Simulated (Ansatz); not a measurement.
C3H6Br2Si, singlet, at a GFN2-xTB geometry; HF/pcseg-0 in Ansatz (an electronic-structure program).

The Ansatz input:
Ansatz 0.2 input:
```yaml
crystal:
  periodic: [false, false, false]
  atoms:
    - {symbol: C, position_ang: [2.58398467, -1.80128766, -0.43819578]}
    - {symbol: C, position_ang: [1.86110502, -0.74558037, -0.77670071]}
    - {symbol: Si, position_ang: [0.07209838, -0.50448380, -0.26141336]}
    - {symbol: C, position_ang: [-1.06750638, -1.98590642, -0.53817727]}
    - {symbol: Br, position_ang: [-0.71297925, 1.25618265, -1.39732507]}
    - {symbol: Br, position_ang: [-0.01491260, 0.04716704, 1.90929654]}
    - {symbol: H, position_ang: [2.18446356, -2.60207774, 0.16354167]}
    - {symbol: H, position_ang: [3.61237495, -1.91299083, -0.74228951]}
    - {symbol: H, position_ang: [2.31428533, 0.03194243, -1.37876078]}
    - {symbol: H, position_ang: [-2.08457041, -1.76118757, -0.22504031]}
    - {symbol: H, position_ang: [-1.09582491, -2.26539825, -1.58767365]}
    - {symbol: H, position_ang: [-0.72939119, -2.84810748, 0.02945045]}
basis:
  gaussian:
    orbitals: pcseg-0.json
hamiltonian:
  xc: hf
```
The basis file holds pcseg-0 in the JSON format of the Basis Set Exchange.

Predict the main parts of the log of this Ansatz run.


```
Functional definition: HF
1091 factors; integrals over basis functions are off by at most 6.0e-4 eV
mean field evaluation 1: about -150854.9909 eV, gradient 2.7e1 eV
mean field evaluation 2: about -150854.9931 eV, gradient 2.7e1 eV
mean field evaluation 4: about -150857.2696 eV, gradient 2.2e0 eV
mean field evaluation 8: about -150857.2880 eV, gradient 1.0e-4 eV
mean field -150857.28804972 eV, -5543.9030810847 hartree, gradient 2.2e-5 eV, S^2 0.000000; 0 other end points of the search recorded, 0 dependent functions left out
reference -150857.28804972 eV, -5543.9030810847 hartree; 54, 54 occupied and 42, 42 virtual orbitals, 1091 factors
Total energy: -150857.28804972 eV, -5543.9030810847 hartree
```
